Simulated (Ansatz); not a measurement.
# Abstraction of H: C2H2Cl2Si + C2HF2 → C2HCl2Si + C2H2F2

Species: C2H2Cl2Si `C#C[SiH](Cl)Cl`, singlet; C2HF2 `[CH]=C(F)F`, doublet; C2HCl2Si `C#C[Si](Cl)Cl`, doublet; C2H2F2 (vinylidene fluoride) `C=C(F)F`, singlet. A radical takes H: the energy is the difference in strength between the Si–H bond broken and the C–H bond made.

Shapes, held fixed at every level: PBE0-D4/def2-TZVP. Programs: Ansatz 0.2.0. The zero-point and thermal change to 298 K, harmonic and unscaled (PBE0-D4/def2-TZVP), is +10.8 kJ/mol.

```tsv
level	kind	ΔH(298 K) (kJ/mol)	CPU time (sum over the molecules)
HF/def2-TZVPP	Hartree–Fock	-70.7	–
SPW92/def2-TZVPP	LDA	-135.5	16 s
r2SCAN-D4/def2-TZVPP	meta-GGA	-108.1	63 s
PBE0-D4/def2-TZVPP	global hybrid	-114.0	42 s
wB97M-V/def2-TZVPP	range-separated hybrid	-103.5	2.1 min
wB97X-V/def2-TZVPP	range-separated hybrid	-103.2	94 s
B2PLYP/def2-TZVPP	double hybrid	-108.4	62 s
```

B2PLYP/def2-TZVPP gives ΔH(298 K) = -108.4 kJ/mol; the levels span -135.5 to -70.7. The median of the levels is -108.1. No measured value is set beside it here. Spin contamination: C2HF2 (⟨S²⟩ up to 0.90). Open shells run unrestricted unless RO is named. Times are processor times on shared x86 and Arm servers, and rough.
